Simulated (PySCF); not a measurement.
A calculated (r2SCAN, PySCF 2.14, cc-pV(T+d)Z, no relativity, point nucleus) atom or ion has these occupied shells.

```json
{"shell": "1s α", "electrons": "1", "orbital energy (eV)": "-3137.2", "rms radius, mean of both spins (bohr)": "0.0999"}
{"shell": "1s β", "electrons": "1", "orbital energy (eV)": "-3137.0", "rms radius, mean of both spins (bohr)": "0.0999"}
{"shell": "2s α", "electrons": "1", "orbital energy (eV)": "-314.48", "rms radius, mean of both spins (bohr)": "0.452"}
{"shell": "2s β", "electrons": "1", "orbital energy (eV)": "-314.31", "rms radius, mean of both spins (bohr)": "0.452"}
{"shell": "2p α", "electrons": "3", "orbital energy (eV)": "-247.46", "rms radius, mean of both spins (bohr)": "0.420"}
{"shell": "2p β", "electrons": "3", "orbital energy (eV)": "-247.14", "rms radius, mean of both spins (bohr)": "0.420"}
{"shell": "3s α", "electrons": "1", "orbital energy (eV)": "-38.364", "rms radius, mean of both spins (bohr)": "1.49"}
{"shell": "3s β", "electrons": "1", "orbital energy (eV)": "-36.401", "rms radius, mean of both spins (bohr)": "1.49"}
{"shell": "3p α", "electrons": "3", "orbital energy (eV)": "-23.229", "rms radius, mean of both spins (bohr)": "1.69"}
{"shell": "3p β", "electrons": "2", "orbital energy (eV)": "-22.009", "rms radius, mean of both spins (bohr)": "1.69"}
```

(1) Name the element and its charge.

## Answers

(1) Ar⁺ (argon, charge +1), in [Ne] 3s2 3p5, 2P determinant.
